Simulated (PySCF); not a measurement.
# Worked example: oscillator strength and radiative lifetime

CH2F, SMILES [CH2]F (connectivity only; charge and spin as stated), charge +1, multiplicity 1.

Geometry: B3LYP-D3(BJ)/def2-TZVPD. The multiplicity is an assumed one; other spin states were not compared. The isomer is the one that the SMILES or the coordinates give; other isomers of the formula were not compared.

TDDFT-LC-ωPBE/def2-TZVPD in PySCF puts the first singlet state with f over 0.02 at 11.18 eV (vertical), with the transition dipole (0.000, 0.000, -0.647) in atomic units.

**Question.** Find the oscillator strength, the wavelength and the radiative lifetime that this transition would have in vacuum if emission retraced absorption.

**Answer.** 
|μ|² = 0.4186 au, so |μ| = 1.64 D. ΔE = 11.18/27.211 = 0.4109 hartree. f = (2/3) ΔE |μ|² = 0.115 (the program prints 0.115).
λ = 1239.84/11.18 = 111 nm; ν = 90173 cm⁻¹.
Einstein's coefficient A = 0.6670 ν² f s⁻¹ (ν in cm⁻¹) = 6.2e8 s⁻¹, so τ = 1/A = 1.6 ns. This state is S4; the lower singlets have f = 0.000, 0.000, 0.015. The figure is the radiative limit of this one transition; relaxation, internal conversion, crossing to triplets and a medium change what is measured.
